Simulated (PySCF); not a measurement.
## Exercise with solution: entropy of an ideal gas

CBrF₂, SMILES F[C](F)Br, multiplicity 2.

Coordinates come from a PBE-D3(BJ)/def2-SVP optimisation. The isomer is the one that the SMILES or the coordinates give; other isomers of the formula were not compared.

PBE-D3(BJ)/def2-SVP (PySCF) gives the harmonic wavenumbers 299, 313, 570, 659, 1144, 1223 cm⁻¹ and the rotational temperatures 0.5186, 0.1364, 0.1096 K. The molar mass is 129.91 g/mol, the symmetry number 1, the spin multiplicity 2.

**Question.** Work out the entropy at 298.15 K and 1 atm in the rigid-rotor, harmonic-oscillator model.

**Answer.** 
Translation (Sackur–Tetrode at 1 atm): S = R[1.5 ln M + 2.5 ln T − 1.16487] = 169.4 J/(mol K).
Rotation: q = (√π/σ) T^1.5/√(θA θB θC) = 104000, S = R[ln q + 3/2] = 108.5 J/(mol K).
Vibration: with u = 1.4388 ν/T, each mode gives R[u/(e^u − 1) − ln(1 − e^−u)]:
```csv
ν (cm⁻¹),modes,u,S (J/(mol K))
299,1,1.44,5.95
313,1,1.51,5.63
570,1,2.75,2.11
659,1,3.18,1.50
1144,1,5.52,0.22
1223,1,5.90,0.16
```
These are all the modes. Sum 15.6 J/(mol K).
Spin: R ln 2 = 5.8 J/(mol K).
Total 299.3 J/(mol K); the program's own thermochemistry gives 299.3. Translation makes up 57 % and vibration 5 %. Anharmonicity, hindered rotation and orbital degeneracy are left out.
